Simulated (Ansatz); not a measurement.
A calculation with Ansatz (development build ahead of 0.2.0).

```yaml
crystal:
  periodic: [false, false, false]
  atoms:
    - { symbol: S, position_ang: [0.0, 0.0, 0.0] }
basis:
  gaussian: { orbitals: def2-TZVPP }
magnetization:
  spin_polarized: true
  initial_magnetization: 2
hamiltonian:
  xc: pbe
```

The input is written out in the form of the current development build from the run's settings.

Output:

* Converged: yes
* Total energy: -397.93837 hartree
* Spin squared of the determinant: 2.004
